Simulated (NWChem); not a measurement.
SiHSF, singlet; SMILES F[Si]S

```xyz
4

Si     0.6600     0.6385     0.0000
F     -0.7223     1.5448     0.0000
S     -0.2645    -1.3343     0.0000
H      0.9579    -1.9403     0.0000
```
Atoms are numbered in this order, from 1.

Results from NWChem. Geometry optimised at PBE-D3(BJ)/def2-SVP; all other runs use it. Pople sets run with spherical d functions. Low-valent species are run as closed-shell singlets; no triplet was tried in these runs. Vzz has the sign of the potential's second derivative.

| quantity | level | value |
|---|---|---|
| orbital gap (eV) | TPSS/def2-SVP | 3.39 |
| cavity-dispersion-structure term (kcal/mol) in chloroform | PBE/def2-SVP, SMD | -1.7 |
| −ε(HOMO) (eV) | B3LYP/6-31+G* | 7.35 |
| Vzz S3 (a.u.) | PBE/cc-pVTZ | 1.471 |
| dipole (D) | PBE-D3(BJ)/def2-SVP | 1.68 |
| highest harmonic frequency (cm⁻¹) | PBE-D3(BJ)/def2-SVP | 2608 |
